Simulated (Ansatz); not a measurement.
In₂Te₃. Charge 0, multiplicity 1. Geometry r2SCAN-D4/def2-SVP; atoms count from 1.

```xyz
5

In    1.727   -1.400   -0.986
In   -1.406    0.577    1.898
Te   -1.385   -1.437   -0.519
Te   -0.426    1.093   -1.212
Te    1.490    1.167    0.818
```

In the def2 sets In, Te take a core potential; there is no spin–orbit coupling. The structure comes from a short search, and lower isomers may exist.

(1) Estimate the Mulliken populations from the PBE0/def2-TZVP orbitals of Ansatz.

(2) And the Mayer bond orders between heavy atoms (over 0.3)?

Answers

(1) 
```tsv
atom	charge (e)
In1	0.35
In2	0.35
Te3	-0.32
Te4	-0.07
Te5	-0.32
```
Mulliken values depend strongly on the basis.

(2) In1–Te3 0.46 (3.15 Å); In1–Te5 0.46 (3.15 Å); In2–Te3 0.46 (3.15 Å); In2–Te5 0.46 (3.15 Å); Te3–Te4 1.07 (2.79 Å); Te4–Te5 1.07 (2.79 Å).
